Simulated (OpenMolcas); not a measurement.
**Rh+: effect of the active space**

```
Program             : OpenMolcas 26.06
Method              : CASSCF
Basis               : ANO-RCC-VTZP
Scalar Hamiltonian  : DKH3, point nucleus
Spin-orbit coupling : state interaction with AMFI integrals over the reference wave functions, term energies averaged over their components
```

A. 8 electrons in 5 orbitals (4d); 2S+1 = 3 even, 10 roots; 2S+1 = 1 even, 14 roots kept (CI in the orbitals of an earlier block); cost roughly 5 core-seconds
B. 8 electrons in 6 orbitals (4d 5s); 2S+1 = 3 even, 48 roots; 2S+1 = 5 even, 10 roots kept (CI in the orbitals of an earlier block); 2S+1 = 1 even, 42 roots kept (CI in the orbitals of an earlier block); cost roughly 50 core-seconds

Energies in cm⁻¹ above 4d⁸ ³F₄, the measured ground level; measured values from NIST Handbook of Basic Atomic Spectroscopic Data.

```
  Level      A      B  Measured
4d⁸ ³F₄    0.0    0.0       0.0
4d⁸ ³F₃   2359   2482      2401
4d⁸ ³F₂   3715   3872      3581
4d⁸ ³P₁  15069  13640     10515
4d⁸ ³P₀  15641  14269     10761
4d⁸ ¹G₄  18705  18550     14855
```

Deviations, from unrounded energies. A percentage is the sum of absolute deviations over the sum of measured energies, with the sign that they share, or ± where signs differ.

```
                        Against measurement  Levels      A      B
             mean absolute deviation (cm-1)       5   2700   2100
      fine structure of the ground term (%)       2   ±3.0   +6.2
other terms of the ground configuration (%)       3  +36.8  +28.6
```

B lies closest to measurement on these levels. The largest miss of B in the table is 4d⁸ ¹G₄, by +3700 cm-1. The ranking rests on the paired levels alone, and a cruder setting can come out closer through cancelling errors.

Between A and B the level of the table that moves most is 4d⁸ ³P₁, by 1400 cm-1 (lowest in B, highest in A).

Without dynamic correlation excited terms often stand tens of per cent too high (terms of higher spin than the ground term too low), and those without a measured partner can miss by more than the paired ones. Terms from blocks run as CI alone lack orbitals of their own. Configurations with an s electron lie low at this charge and mix in, so terms can be misplaced (holds for A). Computed and measured levels are paired by configuration, term and J; levels that our copy of the source lacks, or whose pairing is in doubt (as where it misses far off the trend of its configuration), stay unpaired and out of the deviations. Only configurations of the active space appear. The table leaves out levels that lie high or whose names do not pair safely across all columns.
